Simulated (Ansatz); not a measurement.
`O[SiH2][SnH2][OH]` + H–F → `[OH][SnH2][F]` + `O[SiH3]`  (cleavage of the Sn–Si bond)

Computed with Ansatz on PBE0-D4/def2-TZVP structures; ΔE is electronic, products minus reactants. CCSD(T)/CBS adds triple-zeta CCSD(T) − MP2 to the extrapolated MP2 energy (def2 sets, frozen cores). This one scheme is used for every species. DFT in def2-TZVPP. def2 core potentials past Kr. For Sn outer-core shells are correlated without core-valence functions, which leaves a few kJ/mol of doubt a bond. Each species was taken in one conformer, which may not be the lowest.

```tsv
level	ΔE (kJ/mol)
revPBE-D4	-41.2
revPBE	-47.7
```

Question: What does CCSD(T)/CBS give? (Best estimate.)

Answer: Ansatz gave: -49.7 kJ/mol. The listed levels differ from it by 8.5, 2.0 kJ/mol.

Question: What do rigid-rotor, harmonic-oscillator terms from PBE0-D4/def2-TZVP frequencies (298.15 K, 1 bar) make of the CCSD(T)/CBS value? (Estimate.)

Answer: Computed: ΔZPE = -0.3 kJ/mol, ΔH = -54.6 kJ/mol, ΔS = 5 J/(mol·K), ΔG = -56.2 kJ/mol. Modes under 50 cm⁻¹ make the entropy rough.

Largest T1 diagnostic among the species: 0.014.

Leaving LDA and LC-ωPBE aside and taking each functional with its dispersion term where it has one, the values, not all of them listed here, spread over 27.2 kJ/mol, from B97M-V to HSE06-D4. LDA lies +11.4 kJ/mol from PBE without D4. The D4 term adds +8.3 kJ/mol with B3LYP and +4.9 kJ/mol with PBE0; it sums over pairs of atoms, weighted by their polarisabilities, and B3LYP, whose exchange is more repulsive, gets the larger term.

B3LYP here is the variant with VWN-RPA as its local correlation; programs differ in this.
